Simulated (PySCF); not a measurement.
## Steps of a relaxation of [La3]−

[La3]− (triplet). PySCF 2.14.0, UKS BP86, La def2-SVP with ECP46; non-relativistic Hamiltonian with scalar-relativistic core potentials where named; density fitting; no spin-orbit coupling. Origin of the start: template. Columns: position (Å) and force (eV/Å). Energies are counted from the last step; some of the 4 steps are shown. Forces carry noise of the integration grid, about 0.01 to 0.03 eV/Å.

Run from Python with OMP_NUM_THREADS=2. Where DIIS fails, smearing, a level shift and second-order steps follow.
It took 3 min on 2 threads of Arm Neoverse V1, on a shared host, from the converged density of the start.

```xyz
3
step 0  E = 0.247 eV
La    0.0000    0.0000    3.3000     0.00    0.00   -0.68
La    0.0000    0.0000    0.0000     0.00    0.00   -0.06
La    0.0000    0.0000   -3.3000     0.00    0.00    0.74
```

```xyz
3
step 1  E = 0.232 eV
La    0.0000    0.0000    3.2618     0.00    0.00   -0.80
La    0.0000    0.0000    0.0000     0.00    0.00    0.00
La    0.0000    0.0000   -3.2618     0.00    0.00    0.80
```

```xyz
3
step 2  E = 0.168 eV
La    0.0000    0.0000    3.2191     0.00    0.00   -0.70
La    0.0000    0.0000    0.0000     0.00    0.00    0.00
La    0.0000    0.0000   -3.2191     0.00    0.00    0.70
```

Problem. Where does the relaxation end?

Solution. It converges at step 3 in D∞h:
```xyz
3
step 3  E = 0
La    0.0000    0.0000    3.0039
La    0.0000    0.0000    0.0000
La    0.0000    0.0000   -3.0039
```

No frequency check is given that shows the relaxed geometry to be a minimum. Open shells may have lower solutions than the one found.
